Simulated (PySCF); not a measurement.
# From computed data to an observable: oscillator strength and radiative lifetime

Si(F)4(OH2) (F₄H₂OSi), SMILES O->[Si](F)(F)(F)F (connectivity only; charge and spin as stated), neutral, multiplicity 1.

Coordinates come from a PBE0-D3(BJ)/def2-SVP optimisation. One conformer was computed; it need not be the lowest.

PySCF 2.14.0 with TDA-PBE/def2-SVPD puts the first singlet state with f over 0.02 at 7.78 eV (vertical), with the transition dipole (0.545, 0.187, 0.000) in atomic units.

Task: Find the oscillator strength, the wavelength and the radiative lifetime that this transition would have in vacuum if emission retraced absorption.

Result: 
|μ|² = 0.3320 au, so |μ| = 1.46 D. ΔE = 7.78/27.211 = 0.2859 hartree. f = (2/3) ΔE |μ|² = 0.063 (the program prints 0.063).
λ = 1239.84/7.78 = 159 nm; ν = 62750 cm⁻¹.
Einstein's coefficient A = 0.6670 ν² f s⁻¹ (ν in cm⁻¹) = 1.7e8 s⁻¹, so τ = 1/A = 6.0 ns. This state is S1. The figure is the radiative limit of this one transition; relaxation, internal conversion, crossing to triplets and a medium change what is measured.
